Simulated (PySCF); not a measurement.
BiF2, charge +1, singlet, geometry from GFN2-xTB (such geometries of metal compounds can be far from the true shape) (core potentials on Bi).

PySCF was given this input:
```python
from pyscf import gto, scf, dft

mol = gto.M(
    atom='''
Bi    0.214011    0.095505    0.087378
F    -1.103766    0.603394   -1.257362
F    -0.869888   -1.484165    0.451543
''',
    basis='def2-svpd',
    ecp={'Bi': 'def2-svpd'},
    charge=1,
    spin=0,
    verbose=4,
)

mf = dft.RKS(mol)
mf.xc = 'pbe'
mf.grids.atom_grid = (99, 590)
mf.grids.prune = None
mf.kernel()
```

What does this run give for the Mulliken (on the basis functions themselves) charges in atom order, number of basis functions, HOMO-LUMO gap, HOMO energy, nuclear repulsion energy, total energy?


```
Quantity                                                                                  Result
------------------------------------------------------------------  ----------------------------
Mulliken (on the basis functions themselves) charges in atom order  Bi1 2.01, F2 -0.51, F3 -0.51
number of basis functions                                                                     78
HOMO-LUMO gap                                                                            3.87 eV
HOMO energy                                                                            -15.37 eV
nuclear repulsion energy                                                             128.1725 Eh
total energy                                                                      -413.746287 Ha
```
